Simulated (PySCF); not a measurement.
# Correlation energy of Ar(2+) (argon, charge +2)

[Ne] 3s2 3p4, high-spin 3P determinant. Computed with PySCF 2.14 in x2c-TZVPall (5s5p2d1f, 37 functions), with the spin-free X2C one-electron Hamiltonian (Gaussian nucleus). Frozen: [Ne]; 6 electrons correlated.

MP2 pair energies summed by pair of shells (mhartree):

```json
{"pair": "3p-3p", "energy": "-60.62", "share (%)": "47.7"}
{"pair": "3s-3p", "energy": "-57.39", "share (%)": "45.2"}
{"pair": "3s-3s", "energy": "-9.03", "share (%)": "7.1"}
```

Total MP2 correlation energy: -127.04 mhartree.

Same-spin part -29.38 and opposite-spin part -97.66 mhartree; SCS-MP2 scales them by 1/3 and 6/5 to -126.99 mhartree.

```json
{"level": "CCSD", "correlation energy (mhartree)": "-153.94"}
{"level": "(T)", "correlation energy (mhartree)": "-4.04"}
{"level": "CCSD(T)", "correlation energy (mhartree)": "-157.98"}
```

Diagnostics: T1 = 0.0078, D1 = 0.0254, largest double amplitude 0.058.

Cost of the coupled-cluster step: 0.46 s of wall time on 1 thread of AMD EPYC 7R43 64-Core Processor (shared host), for 6 correlated electrons.
